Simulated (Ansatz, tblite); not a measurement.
Cost and result up the ladder for `c1cc2ncc3ccc4nccc(c2c1)c34` (24 atoms). Total charge 0; singlet. Geometry: PBE0-D4/def2-SVP.

Ansatz on 4 threads of Arm Neoverse V1 on a shared host; xTB runs through tblite on one thread. Times are rough, summed over both states, and most runs start from the orbitals of an earlier one. PBE0-D4/def2-SVP serves as the yardstick here, not as an exact answer. The other state is a doublet.

The xTB rows come from tblite. HOMO above LUMO, or a gap near zero within one spin, warns that the state may not be the lowest or that an electron is smeared out.

Raw xTB energies of ions are shifted by several eV.

| level | functions | vertical IE (eV) | difference from PBE0-D4/def2-SVP (eV) | remarks |
| --- | --- | --- | --- | --- |
| PBE0-D4/def2-SVP | 264 | 7.88 | 0.00 | – |
| PBE-D4/def2-SVP | 264 | 7.79 | -0.09 | gap within one spin near zero (+1 doublet) |
| GFN1-xTB | 80 | 13.51 | 5.62 | – |
| GFN2-xTB | 72 | 12.60 | 4.71 | – |

Task: Estimate how long each takes.

Result: GFN2-xTB 0.04 s; GFN1-xTB 0.048 s; PBE-D4/def2-SVP 49 s; PBE0-D4/def2-SVP 51 s. On shared hardware such times vary by a factor of up to 3.
